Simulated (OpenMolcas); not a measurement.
C2H6Cd: a line through the functionals

The species is C2H6Cd (9 atoms), meant as a singlet with charge 0. As SMILES, `[CH3][Cd][CH3]`. The shape is that of a PBE0-D4/def2-TZVP optimisation.

The HOMO–LUMO gap y, in eV, basis def2-SVP with a core potential; a is the functional's share of exact exchange. Programs: OpenMolcas 26.06.

| functional | program | a | y (eV) |
| --- | --- | --- | --- |
| TPSS | OpenMolcas | 0 | 5.23 |
| r2SCAN | OpenMolcas | 0 | 5.62 |
| B3LYP | OpenMolcas | 0.2 | ? |
| PBE0 | OpenMolcas | 0.25 | 6.83 |
| BHLYP | OpenMolcas | 0.5 | 8.32 |

Fit y = c + s·a to the known rows and predict B3LYP.


1. Means of the 4 rows: a = 0.1875, y = 6.500.
2. Σ(Δa)² = 0.17188, Σ(Δa·Δy) = 0.9925, so the slope is 0.9925/0.17188 = 5.7744.
3. Intercept: 6.500 − (5.7744) × 0.1875 = 5.417. The largest residual of the fit is 0.20.
4. B3LYP: 5.417 + (5.7744) × 0.2 = 6.57 eV.

The run gave 6.30 eV, so the prediction is off by +0.27 eV, about the largest residual. Exact exchange lowers occupied levels and raises empty ones. The rows mix families of semi-local functionals, which the line can't see.
